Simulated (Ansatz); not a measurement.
## Abstraction of F: C2H3FSi + SiH3 → C2H3Si + SiH3F

Species: C2H3FSi `C#C[SiH2]F`, singlet; SiH3 (silyl radical) `[SiH3]`, doublet; C2H3Si `C#C[SiH2]`, doublet; SiH3F `F[SiH3]`, singlet. A radical takes F: the energy is the difference in strength between two Si–F bonds in different surroundings.

Shapes, held fixed at every level: PBE0-D4/def2-TZVP. Programs: Ansatz 0.2.0. The zero-point and thermal change to 298 K, harmonic and unscaled (PBE0-D4/def2-TZVP), is +1.0 kJ/mol.

```
               level                    kind  ΔH(298 K) (kJ/mol)  less CCSD(T)/CBS estimate
      MP2/def2-TZVPP     perturbation theory               +22.2                      +16.8
       HF/def2-TZVPP            Hartree–Fock                +4.1                       -1.3
r2SCAN-D4/def2-TZVPP                meta-GGA                +0.7                       -4.7
 BHLYP-D4/def2-TZVPP           global hybrid                +2.6                       -2.8
  wB97M-V/def2-TZVPP  range-separated hybrid                +3.6                       -1.8
   B2PLYP/def2-TZVPP           double hybrid                +2.9                       -2.5
CCSD(T)/CBS estimate   coupled cluster or CI                +5.4                        0.0
```

The highest level, CCSD(T)/CBS estimate, gives ΔH(298 K) = +5.4 kJ/mol; the levels span +0.7 to +22.2. The column of differences is taken from that level and isn't an error. No measured value is set beside it here. Spin contamination: C2H3Si (⟨S²⟩ up to 0.85). Open shells run unrestricted. The CBS estimate extrapolates MP2 from def2-TZVPP and def2-QZVPP and adds CCSD(T) − MP2 in the triple-zeta set, cores frozen.
